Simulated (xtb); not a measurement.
Ge(H)3(OAc) (C2H6GeO2), SMILES [GeH3][O]C(=O)C. All values are semi-empirical tight-binding results from xtb (GFN2-xTB unless named), good for trends rather than for accurate numbers. Geometry: GFN2-xTB.

For metal compounds this method's bond lengths and energies can be far off.

Computed properties:
```yaml
orbital_gap: 5.20 eV
zero_point_energy: 45.2 kcal/mol
G − E(el) at 298.15 K (modified RRHO): 25.2 kcal/mol
```
